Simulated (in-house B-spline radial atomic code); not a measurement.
Configurations of Ge⁴⁺, with energies counted from [Ar] 3d10. All numbers are computed (Dirac-Hartree-Fock, average of configuration; Fermi nucleus of rms radius 4.0742 fm) with an all-electron radial atomic-structure program (B-spline basis), not measured. Energies include first-order Breit, QED and recoil terms.

Occupations are held fixed; configurations that lie above the ionisation limit could autoionise.

| configuration | E - E(ref) (eV) | highest orbital | its <r> (bohr) |
| --- | --- | --- | --- |
| [Ar] (3d3/2)4 (3d5/2)5 (5g9/2)1 | 74.55 | 5g9/2 | 5.497 |
| [Ar] (3d3/2)4 (3d5/2)5 (6g9/2)1 | 78.707 | 6g9/2 | 8.795 |
| [Ne] 3s2 (3p1/2)1 (3p3/2)4 3d10 4s1 | 128.72 | 4s1/2 | 1.75 |
| [Ne] 3s2 (3p1/2)2 (3p3/2)3 3d10 (6f7/2)1 | 175.14 | 6f7/2 | 9.431 |
| [Ne] 3s2 (3p1/2)1 (3p3/2)4 3d10 7s1 | 177.44 | 7s1/2 | 8.851 |
| [Ne] 3s2 (3p1/2)1 (3p3/2)4 3d10 (7d5/2)1 | 180.34 | 7d5/2 | 11.21 |
| [Ne] 3s2 (3p1/2)1 (3p3/2)4 3d10 (7f7/2)1 | 181.98 | 7f7/2 | 13.3 |

**Question.** Order these further configurations by energy, lowest first.
A. [Ar] (3d3/2)3 (3d5/2)6 (7f7/2)1
B. [Ar] (3d3/2)4 (3d5/2)5 (5f5/2)1
C. [Ne] 3s2 (3p1/2)1 (3p3/2)4 3d10 (5g9/2)1
D. [Ar] (3d3/2)4 (3d5/2)5 (6p1/2)1
E. [Ar] (3d3/2)3 (3d5/2)6 (4p1/2)1

**Answer.** E (39.903 eV), D (72.677 eV), B (74.384 eV), A (81.695 eV), C (175.4 eV).

**Question.** How far above the reference does [Ne] 3s2 (3p1/2)1 (3p3/2)4 3d10 (5f7/2)1 lie?

**Answer.** 175.22 eV; its least bound orbital is 5f7/2 with <r> = 6.166 bohr.

**Question.** How far above the reference does [Ar] (3d3/2)3 (3d5/2)6 (7p1/2)1 lie?

**Answer.** 78.232 eV; its least bound orbital is 7p1/2 with <r> = 9.573 bohr.

**Question.** How far above the reference does [Ne] 3s2 (3p1/2)2 (3p3/2)3 3d10 (4d5/2)1 lie?

**Answer.** 152.04 eV; its least bound orbital is 4d5/2 with <r> = 2.592 bohr.
